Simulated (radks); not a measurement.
The numbers below are computed, except where a source is named.
Ho I, 67 electrons, occupied as [Xe] 4f11 6s2. Code: a radial shooting solver on a logarithmic mesh with Libxc functionals. Model: scalar-relativistic Kohn-Sham, LDA (Slater exchange, Perdew-Wang correlation), spin-unpolarised, spherical densities, point nucleus.

Normalised radial functions P(r) = r R(r), r in bohr:

| r | 4f |
|---|---|
| 0.0007464 | 0.0000 |
| 0.00102 | 0.0000 |
| 0.001393 | 0.0000 |
| 0.001888 | 0.0000 |
| 0.002579 | 0.0000 |
| 0.003524 | 0.0000 |
| 0.004814 | 0.0000 |
| 0.006577 | 0.0000 |
| 0.008913 | 0.0000 |
| 0.01218 | 0.0001 |
| 0.01664 | 0.0003 |
| 0.02273 | 0.0008 |
| 0.03105 | 0.0024 |
| 0.04208 | 0.0069 |
| 0.05749 | 0.0189 |
| 0.07853 | 0.0485 |
| 0.1073 | 0.1144 |
| 0.1454 | 0.2387 |
| 0.1986 | 0.4477 |
| 0.2714 | 0.7225 |
| 0.3708 | 0.9800 |
| 0.5065 | 1.0990 |
| 0.6865 | 1.0274 |
| 0.9378 | 0.8147 |
| 1.281 | 0.5596 |
| 1.75 | 0.3389 |
| 2.391 | 0.1835 |
| 3.241 | 0.0914 |
| 4.427 | 0.0399 |
| 6.048 | 0.0146 |
| 8.263 | 0.0040 |
| 11.29 | 0.0007 |

4f: eigenvalue -3.362 eV, 0 radial nodes, <r> = 0.856 bohr, 90 % of the charge inside 1.50 bohr.
